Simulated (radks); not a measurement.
Values are calculated unless marked as measured or tabulated.
Polarisability of the chlorine ion Cl5+, [Ne] 3s2, at imaginary frequency. Level of theory: non-relativistic Kohn-Sham, exchange-only LDA, spin-polarised, spherical densities, point nucleus (a radial shooting solver on a logarithmic mesh with Libxc functionals). Response by self-consistent Sternheimer equations with the Hartree and adiabatic exchange-only LDA kernel.

w (hartree),alpha1(iw) (bohr^3),alpha2(iw) (bohr^5)
0.00266,2.791,3.206
0.0143,2.790,3.205
0.0360,2.784,3.204
0.0697,2.763,3.197
0.118,2.713,3.182
0.186,2.605,3.147
0.280,2.402,3.076
0.413,2.069,2.938
0.605,1.607,2.685
0.892,1.095,2.265
1.35,0.6494,1.672
2.12,0.3423,1.016
3.59,0.1653,0.4800
6.94,0.07271,0.1622
17.5,0.02152,0.03145

Static values: alpha1 = 2.791 bohr^3 (0.4136 angstrom^3; uncoupled 4.728), alpha2 = 3.206 bohr^5, alpha3 = 5.987 bohr^7. C6 = 4.258, C8 = 32.64, triple-dipole C9 = 8.663 atomic units. One-pole (London) frequency 4 C6 / (3 alpha1^2) = 0.729 hartree, against 3.222 for minus the highest occupied eigenvalue. The dipole shielding factor is 0.706, as the force sum rule N/Z = 0.706 demands.
